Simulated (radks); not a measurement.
Values are calculated unless marked as measured or tabulated.
Problem. Radial electron density D(r) = 4 pi r^2 rho(r) of an atom or ion with 57 electrons. Code: a radial shooting solver on a logarithmic mesh with Libxc functionals. Model: Dirac Kohn-Sham, XLYP, spin-unpolarised, spherical densities, point nucleus.

r (bohr)  D(r) (e/bohr)
0.002171          9.974
0.002942          15.82
0.003988          24.30
0.005404          35.76
0.007383          50.09
0.01001           64.35
0.01356           74.90
0.01838           77.55
0.02491           72.42
0.03403           68.12
0.04612           76.81
0.0625            94.73
0.08471           98.04
0.1157            79.68
0.1568            75.23
0.2126            86.34
0.2881            65.03
0.3904            33.42
0.5334            35.20
0.7228            31.16
0.9796            14.88
1.328             8.921
1.814             6.263
2.458             2.698
3.332            0.8029
4.515            0.2144
6.119           0.04205
8.36           0.003531

What is the nuclear charge?

Solution. Z = 58. The innermost maximum, from 1s, lies near gamma/Z bohr with gamma = sqrt(1 - (Z/c)^2) = 0.906, here 0.0156 bohr (found: 0.0172), and its height grows with Z. The density is that of the cerium ion Ce+ in [Xe] 4f1 5d2; the configuration itself is not fixed sharply by these data, and Z only to a few units. D(r) has 4 maxima, at r = 0.0172, 0.0757, 0.214, 0.592 bohr, and minima at 0.0332, 0.141, 0.433 bohr, inside which lie 2.01, 11.23, 28.96 electrons.
